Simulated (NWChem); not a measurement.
C$_{2}$Cl$_{2}$O$_{2}$Pt; SMILES [O+]#[C-]->[Pt]([Cl])([Cl])<-[C-]#[O+]

Program: NWChem. Coordinates come from a PBE0/def2-SVP optimisation. No frequency run checked for a minimum. def2 effective core potentials on Pt; no spin-orbit coupling. Level M06-L/def2-SVP: energy and gradient on several grids; changes count from the extra-fine grid, which is no exact limit either.

| grid | size of the energy change (μHa) | largest change of a gradient component (μHa/bohr) |
|---|---|---|
| xcoarse | 40000 | 10000 |
| coarse | 2000 | 1000 |
| medium | 100 | 500 |
| fine | 40 | < 30 |
| xfine | < 10 | < 30 |
